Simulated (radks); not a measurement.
The numbers below are computed, except where a source is named.
Ce4+, 54 electrons, occupied as [Xe].

Code: a radial shooting solver on a logarithmic mesh with Libxc functionals. Model: Dirac Kohn-Sham, LDA (Slater exchange, Perdew-Zunger correlation), spin-unpolarised, spherical densities, finite nucleus; Fermi nuclear charge, rms radius 4.8771 fm.

Energy parts (hartree):
| part | energy |
|---|---|
| total | -8855.4327 |
| kinetic | 9497.9187 |
| electron-nucleus | -21488.5338 |
| Hartree | 3337.1117 |
| exchange-correlation | -201.9294 |

Orbitals (lengths in bohr, moments of r in powers of bohr):
orbital,occ.,eigenvalue (hartree),<r>
1s1/2,2,-1478.569,0.02459
2s1/2,2,-238.0799,0.1048
2p1/2,2,-224.9818,0.08799
2p3/2,4,-208.5934,0.09419
3s1/2,2,-52.58650,0.2787
3p1/2,2,-47.02559,0.2683
3p3/2,4,-43.80737,0.2805
3d3/2,4,-34.04140,0.2515
3d5/2,6,-33.34983,0.2553
4s1/2,2,-11.92843,0.6357
4p1/2,2,-9.85792,0.6535
4p3/2,4,-9.15414,0.6806
4d3/2,4,-5.74140,0.7319
4d5/2,6,-5.61684,0.7413
5s1/2,2,-2.90439,1.458
5p1/2,2,-2.29692,1.597
5p3/2,4,-2.17568,1.662

The highest occupied level is 5p3/2 at -59.203 eV. The electron density at the nucleus is 3.814e+05 e/bohr^3. The density falls to 0.001 e/bohr^3 at r = 3.30 bohr. Summed over all electrons, <r^2> = 34.73 bohr^2, which gives a Langevin (diamagnetic) susceptibility term of -27.5 x 10^-6 cm^3/mol. For comparison, the ionisation energy in NIST's Atomic Spectra Database is 65.6 eV (semi-empirical). In exact Kohn-Sham theory the highest level is minus the ionisation energy, but local and semilocal functionals leave it too shallow, through self-interaction and a potential that decays too fast; potentials with the right tail come closer.
